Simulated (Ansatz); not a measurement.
Basis sets compared for [closo-1-(Cl)B6H5]2- (B₆H₅Cl²⁻). Charge -2, multiplicity 1. Geometry PBE-D4/def2-SVPD. Ansatz on 4 threads of Intel Xeon on a shared host; times are rough, and most runs start from earlier orbitals.

Cartesian coordinates in Å:
```
B -0.4292 0.0524 -1.0552
B 0.7782 -0.9226 -0.3002
B -0.8457 -0.8357 0.3648
B 0.4810 -0.0586 1.1822
B 0.8891 0.8305 -0.2583
B -0.7349 0.9172 0.4067
Cl -1.1473 0.1399 -2.8201
H 1.5208 -1.8314 -0.6628
H -1.7087 -1.6587 0.6597
H 0.9437 -0.1151 2.3196
H 1.7413 1.6547 -0.5795
H -1.4882 1.8274 0.7430
```

B3LYP takes the VWN-RPA correlation. A multiply charged anion in the gas phase is held together partly by the finite basis. At HF/STO-3G, HF/6-31G, PBE-D4/def2-SVPD, PBE-D4/def2-TZVPD and others the highest occupied level of the charge -2 singlet lies above zero (up to 4.40 eV). In Hartree–Fock with 6-31G, STO-3G the lack of diffuse functions raises the level. The electron is either unbound and held by the finite basis, or the level is raised by self-interaction error.

| level | functions | energy (Eh) | HOMO (eV) | LUMO (eV) | wall time |
| --- | --- | --- | --- | --- | --- |
| HF/STO-3G | 44 | -603.4643 | 4.40 | 21.91 | 0.56 s |
| HF/6-31G | 77 | -610.3226 | 1.14 | 14.61 | 1.4 s |
| PBE-D4/def2-SVPD | 187 | -611.7052 | 3.57 | 6.17 | 4.9 s |
| B3LYP-D4/6-31G | 77 | -612.2935 | 3.67 | 10.88 | 2.5 s |
| PBE0-D4/def2-SVPD | 187 | -611.7831 | 2.63 | 6.62 | 6 s |

Task: Estimate the rows for PBE-D4/def2-TZVPD, B3LYP-D4/def2-TZVPD, PBE0-D4/def2-TZVPD.

Result: 
| level | functions | energy (Eh) | HOMO (eV) | LUMO (eV) | wall time |
| --- | --- | --- | --- | --- | --- |
| PBE-D4/def2-TZVPD | 313 | -611.9997 | 3.55 | 5.47 | 9 s |
| B3LYP-D4/def2-TZVPD | 313 | -612.4644 | 2.85 | 5.64 | 13 s |
| PBE0-D4/def2-TZVPD | 313 | -612.0744 | 2.63 | 5.81 | 13 s |
